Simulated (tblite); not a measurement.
Compound: C4H8FGa.
Atom-mapped SMILES: `[CH3:1][Ga:2]([CH3:3])/[CH:4]=[CH:5]/[F:6]` (hydrogens: H7, H8, H9 on C1; H10, H11, H12 on C3; H13 on C4; H14 on C5)

Computed with GFN2-xTB (tblite), gas phase: L-BFGS steps from a force-field or distance-geometry start until the largest atomic force falls under 0.01 eV/Å.

Step 88: E = -503.1307 eV
```
atom  x, y, z in Å  |  force x, y, z in eV/Å
C1     -1.2552    2.0675    0.0526   -0.003   0.005  -0.004
Ga2    -0.3614    0.2378    0.1857    0.011  -0.022   0.003
C3     -1.2885   -1.5239    0.6391   -0.023   0.000   0.020
C4      1.6378    0.1417   -0.1398   -0.012  -0.009   0.022
C5      2.2773   -0.8328    0.4831    0.033   0.001   0.039
F6      3.6111   -1.0369    0.3858    0.025   0.033  -0.014
H7     -2.2961    2.0394    0.3860   -0.008  -0.008  -0.012
H8     -0.7186    2.7920    0.6732    0.002  -0.001  -0.006
H9     -1.2388    2.4445   -0.9743   -0.006  -0.004   0.002
H10    -1.8194   -1.4549    1.5928   -0.019   0.000  -0.001
H11    -0.5763   -2.3505    0.7049   -0.009   0.016  -0.016
H12    -2.0280   -1.7794   -0.1258   -0.001   0.025   0.014
H13     2.2240    0.8180   -0.7562    0.010  -0.003  -0.007
H14     1.8316   -1.5633    1.1509    0.001  -0.033  -0.041
```

Step 89: E = -503.1312 eV
```
atom  x, y, z in Å  |  force x, y, z in eV/Å
C1     -1.2564    2.0662    0.0511    0.011  -0.003  -0.011
Ga2    -0.3596    0.2370    0.1838    0.004  -0.013   0.008
C3     -1.2887   -1.5225    0.6414   -0.030  -0.006   0.010
C4      1.6393    0.1416   -0.1408   -0.001  -0.035   0.065
C5      2.2787   -0.8354    0.4795    0.006   0.015   0.041
F6      3.6131   -1.0368    0.3862    0.022   0.036  -0.012
H7     -2.2970    2.0357    0.3839   -0.014  -0.007  -0.012
H8     -0.7215    2.7915    0.6720    0.004   0.001   0.000
H9     -1.2393    2.4442   -0.9756   -0.010  -0.007   0.003
H10    -1.8193   -1.4511    1.5952   -0.011  -0.002  -0.004
H11    -0.5780   -2.3510    0.7068   -0.021   0.024  -0.015
H12    -2.0301   -1.7760   -0.1228    0.010   0.022   0.023
H13     2.2273    0.8250   -0.7461    0.021   0.006  -0.036
H14     1.8309   -1.5689    1.1433    0.010  -0.030  -0.059
```

Step 90: E = -503.1320 eV
```
atom  x, y, z in Å  |  force x, y, z in eV/Å
C1     -1.2578    2.0637    0.0484    0.029  -0.017  -0.015
Ga2    -0.3572    0.2349    0.1812   -0.007   0.004   0.015
C3     -1.2910   -1.5200    0.6448   -0.029  -0.008  -0.003
C4      1.6418    0.1408   -0.1407    0.005  -0.051   0.105
C5      2.2829   -0.8386    0.4744   -0.018   0.018   0.046
F6      3.6183   -1.0342    0.3867    0.017   0.040  -0.010
H7     -2.2982    2.0292    0.3811   -0.018  -0.005  -0.017
H8     -0.7255    2.7899    0.6700    0.007   0.004   0.006
H9     -1.2396    2.4426   -0.9779   -0.019  -0.008   0.003
H10    -1.8206   -1.4444    1.5990   -0.001  -0.008  -0.005
H11    -0.5827   -2.3512    0.7090   -0.038   0.029  -0.011
H12    -2.0355   -1.7699   -0.1182    0.020   0.016   0.028
H13     2.2311    0.8349   -0.7300    0.037   0.027  -0.078
H14     1.8334   -1.5783    1.1302    0.016  -0.042  -0.065
```

Question: Estimate the geometry and energy of step 91. (The exact step hangs on the optimiser's Hessian estimate; all steps are aligned on step 90, rigid shifts and turns removed.)

Answer: E = -503.1337 eV, largest force 0.218 eV/Å
```
atom  x, y, z in Å  |  force x, y, z in eV/Å
C1     -1.2625    2.0584    0.0394    0.054  -0.032  -0.015
Ga2    -0.3525    0.2328    0.1798   -0.017   0.035   0.025
C3     -1.2934   -1.5144    0.6543   -0.025  -0.006  -0.023
C4      1.6483    0.1472   -0.1307    0.083  -0.110   0.169
C5      2.2896   -0.8489    0.4617   -0.099   0.069   0.017
F6      3.6263   -1.0379    0.3811   -0.001   0.051  -0.005
H7     -2.3037    2.0180    0.3688   -0.019  -0.004  -0.032
H8     -0.7376    2.7881    0.6628    0.013   0.008   0.013
H9     -1.2389    2.4366   -0.9871   -0.035  -0.011   0.008
H10    -1.8183   -1.4295    1.6104    0.010  -0.019  -0.005
H11    -0.5889   -2.3494    0.7162   -0.063   0.029  -0.003
H12    -2.0444   -1.7594   -0.1046    0.031   0.006   0.036
H13     2.2414    0.8677   -0.6845    0.026   0.004  -0.089
H14     1.8339   -1.6100    1.0902    0.041  -0.020  -0.097
```

The energy changes by -0.0017 eV. The first-order estimate −F·Δx gives -0.0022 eV and the mean of the old and new forces, exact on a quadratic surface, -0.0016 eV. The step makes an angle of 83° with the force vector and moves no atom by more than 0.057 Å.

What follows is the cost of the whole relaxation. On one thread of an Intel Xeon at 2.50 GHz, no GPU, on a shared host, this took 2.0 s wall.
